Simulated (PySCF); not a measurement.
Compound: C5H9FO2.
SMILES: `CC[C@@H]1CO[C@@H](F)O1`

Vertical excitations from PySCF (density fitting, frozen core in the response, grid level 2 and gas phase unless stated; continuum runs use non-equilibrium linear response for the excitations) on a GFN2-xTB geometry. Reference run:

```json
{"settings": "PBE0/def2-SVPD, full TDDFT, 6 singlets", "S1, eV (f)": "7.75 (0.005)", "S2, eV (f)": "8.06 (0.002)", "S3, eV (f)": "8.36 (0.009)", "S4, eV (f)": "8.51 (0.007)", "S5, eV (f)": "8.73 (0.013)", "S6, eV (f)": "8.78 (0.002)", "T1, eV (Tamm–Dancoff)": "7.64", "mean α (au)": "66.5"}
```

Q: What do these settings give: PW91/def2-SVPD, grid level 3, full TDDFT, 6 singlets?

A: 
```tsv
settings	S1, eV (f)	S2, eV (f)	S3, eV (f)	S4, eV (f)	S5, eV (f)	S6, eV (f)	T1, eV (Tamm–Dancoff)	mean α (au)
PW91/def2-SVPD, grid level 3, full TDDFT, 6 singlets	6.38 (0.004)	6.81 (0.001)	7.01 (0.004)	7.20 (0.005)	7.28 (0.007)	7.49 (0.001)	–	69.5
```

S1 moves by -1.37 eV (PW91 has no exact exchange, PBE0 25 % exact exchange). States are counted by energy in each run and needn't keep their character from row to row.

Q: Which orbital pairs make up S1 in each run, and how does it sit against the orbital gap?

A: 
```csv
settings,S1 configurations (weight),S1 (eV),orbital gap (eV),S1 − gap (eV)
"PBE0/def2-SVPD, full TDDFT, 6 singlets","H→L 0.88, H→L+1 0.09",7.75,8.82,-1.07
"PW91/def2-SVPD, grid level 3, full TDDFT, 6 singlets",H→L 1.00,6.38,6.35,+0.03
```

One conformer stands for the species.
